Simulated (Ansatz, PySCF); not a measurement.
CH4ClGeNSi, SMILES Cl[Si@H]1N=[CH][GeH2]1.

Geometry optimised at B3LYP-D3(BJ)/def2-SVP. The structure was generated by enumeration; whether it is a known compound was not checked.

Vertical ionisation energy (IE) and electron affinity (EA) in eV. Rows of orbital energies are one-electron estimates. Where ΔSCF, EOM or ADC give a negative EA the extra electron is unbound and the value depends on the basis.

| level | IE | EA |
|---|---|---|
| −ε(HOMO), −ε(LUMO), PBE0/def2-TZVP (PySCF) | 7.01 | 1.35 |
| −ε(HOMO), −ε(LUMO), PBE/def2-TZVP (PySCF) | 5.74 | 2.46 |
| ΔSCF, PBE/def2-SVPD (Ansatz), final states of multiplicity 2 and 2 | 8.82 | -0.14 |

Question: What vertical singlet–triplet gap does ΔSCF give with PBE/def2-SVPD (Ansatz, a program for electronic structure)? (The exact figures need the calculation; the answer reports its results.)

Answer: 3.00 eV (triplet above singlet where positive).
